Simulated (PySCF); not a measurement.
Atom-mapped SMILES (the numbers label the heavy atoms): `[CH3:1][O:2][CH:3]([CH2:4][SiH3:5])[O:6][CH3:7]`; H(Xn) means a hydrogen on atom n.

Geometry: GFN2-xTB; GIAO shifts from PySCF, gas phase, non-relativistic, averaged over equivalent atoms.

At PBE0/pcSseg-1 (186 basis functions, 28 s wall time on 1 thread of an Arm Neoverse V1, shared host):
| atoms | δ (ppm) |
| --- | --- |
| C3 | 105.9 |
| C1/C7 | 52.1 |
| C4 | 13.7 |
| O2/O6 | 57.7 |
| Si5 | -80.5 |
| H(C3) | 4.67 |
| H(Si5) | 3.70 |
| H(C1)/H(C7) | 3.44 |
| H(C4) | 1.28 |

References, each an isolated molecule treated in the same way: TMS for 13C (186.93 ppm) and 29Si (349.16 ppm) and 1H (31.72 ppm); 17O (336.08 ppm) against H2O.

Estimate the result of repeating the calculation with B97-D/pcSseg-1.

## Answers


```csv
atoms,δ at B97-D/pcSseg-1,change
C3,108.4,+2.5
C1/C7,53.2,+1.1
C4,14.3,+0.6
O2/O6,67.7,+10.0
Si5,-82.4,-1.9
H(C3),4.88,+0.21
H(Si5),3.62,-0.08
H(C1)/H(C7),3.54,+0.10
H(C4),1.32,+0.04
```

References, each an isolated molecule treated in the same way: 13C (σref 181.77), 29Si (σref 343.16), 1H (σref 31.85) against TMS; H2O for 17O (σref 332.11).

The largest change is at O2/O6 (ether oxygen). Cost: 186 basis functions, 52 s wall time on 1 thread of an Arm Neoverse V1, shared host. The order of the carbon signals is the same at both levels.

The carbons averaged at δ 52.1 differ by 9 ppm in this conformer. Experimental scales use liquid or dissolved standards, which lie at an offset from isolated H2O (liquid H2O: subtract about 36 ppm).
